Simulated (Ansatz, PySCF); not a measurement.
The pair A = CH4O (SMILES CO) (first 6 atoms), B = GeH4 (SMILES [GeH4]); geometry from B3LYP-D3(BJ)/def2-TZVP.
(charge 0, multiplicity 1):
```xyz
11

C     -0.450     0.172     0.489
O      0.791     0.282     1.175
H     -1.253     0.708     1.005
H     -0.703    -0.887     0.466
H     -0.381     0.536    -0.541
H      1.042     1.210     1.215
Ge     0.014    -0.102     4.251
H     -0.530    -1.296     3.458
H     -0.579     1.206     3.703
H      1.545    -0.057     4.187
H     -0.420    -0.243     5.724
```

Frozen-core correlation. Filled d and f shells under p-block atoms count as core. CBS(a, b) extrapolates the correlation energy as X⁻³ and adds the Hartree–Fock energy of set b. MP2 and its Hartree–Fock in aug-cc-pVTZ are density fitted.

Run with Ansatz (a program for electronic structure) with Gaussian orbitals; PySCF for the dispersion terms. 

The monomers are drawn apart, rigid, along the line of their centres of mass. Counterpoise-corrected interaction energies (kcal/mol):

```json
[
 {"level": "PBE/def2-TZVPPD", "R = 4.716 Å": "-0.3874", "R = 5.995 Å": "-0.0784"},
 {"level": "PBE-D3(BJ)/def2-TZVPPD", "R = 4.716 Å": "-0.7365", "R = 5.995 Å": "-0.1678"},
 {"level": "wB97M-V/def2-TZVPPD", "R = 4.716 Å": "-0.6454", "R = 5.995 Å": "-0.1590"},
 {"level": "MP2/CBS(aug-cc-pVDZ, aug-cc-pVTZ) + ΔCCSD(T)/aug-cc-pVDZ", "R = 4.716 Å": "-0.6538", "R = 5.995 Å": "-0.1609"}
]
```

Problem. R is the distance of the centres of mass. Find the local exponent m of E ∝ R⁻ᵐ between the two points.

Solution. 
m = ln(E₁/E₂)/ln(R₂/R₁): PBE/def2-TZVPPD 6.7; PBE-D3(BJ)/def2-TZVPPD 6.2; wB97M-V/def2-TZVPPD 5.8; MP2/CBS(aug-cc-pVDZ, aug-cc-pVTZ) + ΔCCSD(T)/aug-cc-pVDZ 5.8. For scale, two fixed dipoles give m = 3, dipole and quadrupole 4, quadrupoles 5, and dispersion or dipole-induced dipole 6 at long range; at these distances several terms mix, and what is left of overlap and damping shifts m, so it need not match one of them.
